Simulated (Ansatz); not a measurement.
Consider the silylene loss: `O=C[SiH2][SiH2][SiH3]` → `O=C[SiH2][SiH3]` + `[SiH2]`.

Isolated molecules relaxed with PBE0-D4/def2-TZVP in Ansatz; ΔE leaves out vibrations. CCSD(T)/CBS adds triple-zeta CCSD(T) − MP2 to the extrapolated MP2 energy (def2 sets, frozen cores). This one scheme is used for every species. Functionals use def2-TZVPP. B3LYP here is the variant with VWN-RPA as its local correlation; programs differ in this. Each species was taken in one conformer, which may not be the lowest.

`O=C[SiH2][SiH2][SiH3]`:

Cartesian coordinates in Å:
```
O -2.157 -0.183 -0.263
C -1.685 -1.075 -0.924
Si 0.225 -1.263 -1.141
Si 1.246 -0.147 0.641
Si 0.103 1.846 1.103
H -2.370 -1.792 -1.435
H 0.555 -2.711 -1.257
H 0.545 -0.616 -2.445
H 2.661 0.131 0.269
H 1.247 -1.040 1.833
H -1.087 1.581 1.947
H 1.018 2.763 1.837
H -0.301 2.506 -0.165
```

`O=C[SiH2][SiH3]`:

Cartesian coordinates in Å:
```
O 1.103 -2.483 0.065
C 1.138 -1.392 0.572
Si -0.428 -0.288 0.783
Si -0.495 1.215 -1.013
H 2.117 -0.976 0.913
H -0.297 0.468 2.060
H -1.628 -1.160 0.815
H -1.645 2.145 -0.862
H -0.630 0.466 -2.290
H 0.765 2.005 -1.043
```

`[SiH2]`:

Cartesian coordinates in Å:
```
Si 0.057 0.659 -0.264
H 0.843 -0.153 0.762
H -0.900 -0.506 -0.498
```

| level | ΔE (kcal/mol) | difference from CCSD(T)/CBS |
| --- | --- | --- |
| PBE-D4 | 62.3 | 3.0 |
| r2SCAN-D4 | 64.6 | 5.3 |
| PBE0-D4 | 63.9 | 4.6 |
| B3LYP-D4 | 58.4 | -0.9 |
| ωB97X-V | 61.9 | 2.6 |
| ωB97M-V | 57.6 | -1.7 |
| B2PLYP | 57.0 | -2.3 |
| PBE | 59.7 | 0.4 |
| r2SCAN | 63.9 | 4.6 |
| PBE0 | 61.5 | 2.2 |
| B3LYP | 54.1 | -5.2 |
| HF/def2-TZVPP | 51.8 | -7.5 |
| MP2/def2-TZVPP | 61.3 | 2.0 |
| SCS-MP2/def2-TZVPP | 57.9 | -1.4 |
| CCSD/def2-TZVPP | 56.2 | -3.1 |
| CCSD(T)/def2-TZVPP | 57.7 | -1.6 |
| HF/def2-QZVPP | 51.7 | -7.6 |
| MP2/def2-QZVPP | 62.2 | 2.9 |
| SCS-MP2/def2-QZVPP | 58.8 | -0.5 |
| HF/CBS(def2) | 51.7 | -7.6 |
| MP2/CBS(def2) | 63.0 | 3.7 |
| CCSD/CBS(def2) | 57.8 | -1.5 |
| CCSD(T)/CBS | 59.3 | 0 |

Largest T1 diagnostic among the species: 0.016.

The D4 term adds +4.3 kcal/mol with B3LYP and +2.4 kcal/mol with PBE0; it sums over pairs of atoms, weighted by their polarisabilities, and B3LYP, whose exchange is more repulsive, gets the larger term. From PBE to PBE0 (25 % exact exchange), in def2-TZVPP and without D4, ΔE moves by +1.8 kcal/mol. In def2-TZVPP, CCSD(T) changes the Hartree–Fock value by +5.8 kcal/mol (the triples alone add +1.5 kcal/mol) and MP2 by +9.5 kcal/mol.
